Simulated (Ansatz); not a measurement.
Geometry optimisation, RKS revPBE-D4/def2-SVP in Ansatz.

The input (input.yaml):

```yaml
crystal:
  periodic: [false, false, false]
  atoms:
    - { symbol: W, position_ang: [0.232972, 0.421335, -0.249202] }
    - { symbol: H, position_ang: [0.005295, 0.8321, 2.632811] }
    - { symbol: H, position_ang: [0.870113, -0.921299, 0.538015] }
    - { symbol: F, position_ang: [-1.24219, 1.528498, 0.11868] }
    - { symbol: H, position_ang: [-0.807283, -0.698888, 0.430313] }
    - { symbol: H, position_ang: [0.021394, -1.037352, -1.064639] }
    - { symbol: H, position_ang: [0.374961, 0.458621, -1.9379] }
    - { symbol: Cl, position_ang: [2.359145, 1.18693, 0.438505] }
    - { symbol: H, position_ang: [0.666694, 0.944655, 2.367516] }
basis:
  gaussian: { orbitals: def2-SVP }
hamiltonian:
  xc: revpbe
  dispersion: d4
relax:
  f_tol: 0.03
  max_steps: 50
output:
  orbitals: {}
```

Command:

```bash
$ ansatz run input.yaml --threads 2 --pin off --max-ram 3072MiB --backend cpu --events-out ev --progress --plain --runs-dir out
```

Q: Where does it end, and by what steps?

A: The run converged. After 10 steps the energy has fallen by 0.133 eV; H9 moved furthest, 0.62 Å.

| step | energy less start (eV) | largest force component (eV/Å) | accepted |
| --- | --- | --- | --- |
| 0 | 0.0000 | 1.698 | yes |
| 1 | -0.1065 | 0.163 | yes |
| 2 | -0.1204 | 0.112 | yes |
| 3 | -0.1282 | 0.106 | yes |
| 4 | -0.1306 | 0.081 | yes |
| 5 | -0.1311 | 0.061 | yes |
| 6 | -0.1317 | 0.050 | yes |
| 7 | -0.1321 | 0.056 | yes |
| 8 | -0.1324 | 0.115 | yes |
| 9 | -0.1326 | 0.046 | yes |
| 10 | -0.1327 | 0.015 | yes |

```xyz
9
Properties=species:S:1:pos:R:3
W 0.288 0.407 -0.404
H -0.209 0.990 2.922
H 0.970 -0.914 0.378
F -1.097 1.570 0.116
H -0.708 -0.662 0.417
H 0.003 -1.089 -1.134
H 0.299 0.358 -2.099
Cl 2.386 1.174 0.109
H 0.547 0.881 2.969
```

Whether the end is a true minimum wasn't checked by a vibrational analysis.

Run time: 27 s on 2 threads of Arm Neoverse V1, on a shared host, peak memory 0.13 GiB.
